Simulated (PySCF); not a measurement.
Two-component Hartree-Fock for Tb (terbium, neutral)

Start: [Xe] 4f9 6s2; 4f5/2 filled at m_j = -5/2, -3/2, -1/2, +1/2, +3/2, +5/2; 4f7/2 filled at m_j = +3/2, +5/2, +7/2. Calculated with PySCF 2.14 in x2c-SVPall-2c with one added diffuse shell each of s, p, d, f type (8s11p10d4f1g, 128 functions): generalised Hartree-Fock with the X2C-1e Hamiltonian and a Gaussian nucleus; one run each with spin-orbit coupling (SO) switched off, then screened by Boettger's factors.

| spinor shell | electrons | ε, spin-free (eV) | ε, screened SO (eV) | weight of nominal j (screened SO) | rms radius, screened SO (bohr) |
| --- | --- | --- | --- | --- | --- |
| 1s1/2 | 2 | -52253.2 | -52243.0 | 1.000 | 0.0245 |
| 2s1/2 | 2 | -8784.1 | -8781.0 | 1.000 | 0.0989 |
| 2p1/2 | 2 | -7801.2 | -8328.2 | 1.000 | 0.0846 |
| 2p3/2 | 4 | -7801.2 | -7576.3 | 1.000 | 0.0912 |
| 3s1/2 | 2 | -1999.3 | -1998.2 | 1.000 | 0.255 |
| 3p1/2 | 2 | -1689.9 | -1801.0 | 1.000 | 0.246 |
| 3d3/2 | 4 | -1285.2 | -1305.8 | 0.998 | 0.232 |
| 3d5/2 | 6 | -1285.2 | -1270.5 | 0.999 | 0.236 |
| 4s1/2 | 2 | -419.62 | -419.30 | 1.000 | 0.576 |
| 4p1/2 | 2 | -315.18 | -341.34 | 0.986 | 0.593 |
| 4p3/2 | 4 | -315.18 | -303.67 | 0.993 | 0.622 |
| 4d3/2 | 4 | -168.67 | -176.83 | 0.791 | 0.671 |
| 4d5/2 | 6 | -168.67 | -162.96 | 0.860 | 0.679 |
| 5s1/2 | 2 | -58.193 | -58.137 | 1.000 | 1.43 |
| 5p1/2 | 2 | -30.928 | -34.716 | 0.941 | 1.62 |
| 5p3/2 | 4 | -30.928 | -29.272 | 0.970 | 1.75 |
| 4f5/2 | 6 | -13.844 | -13.443 | 0.723 | 0.989 |
| 4f7/2 | 3 | -13.844 | -14.448 | 0.806 | 0.973 |
| 6s1/2 | 2 | -5.034 | -5.035 | 1.000 | 4.82 |

(1) Where does 3p3/2 lie, and what is the 3p spin-orbit splitting (screened SO)?

```csv
quantity,spin-free,screened SO
E (hartree),-11700.24978,-11708.32266
M_J,15/2,15/2
⟨J²⟩,63.772,63.779
⟨L²⟩,30.011,30.570
⟨S²⟩,8.762,8.638
```

Each row is a mean over spinors that exchange with the open shell spreads, by up to 15.177 eV (4d5/2).

Rows whose weight is well below 1 are mixtures of j = l ± 1/2: exchange outweighs spin-orbit coupling there, and the label is only the starting occupation.

Breit and QED terms are absent; they matter most for the inner s and p1/2 levels.

Densities and radii are taken from the X2C orbitals without a picture-change correction, which distorts them close to the nucleus.

Without spin-orbit coupling the j labels of p, d and f shells carry no meaning; the spin-free column gives the mean over the occupied spinors of each nl shell.

## Answers

(1) At -1641.8 eV, 159.18 eV above 3p1/2.
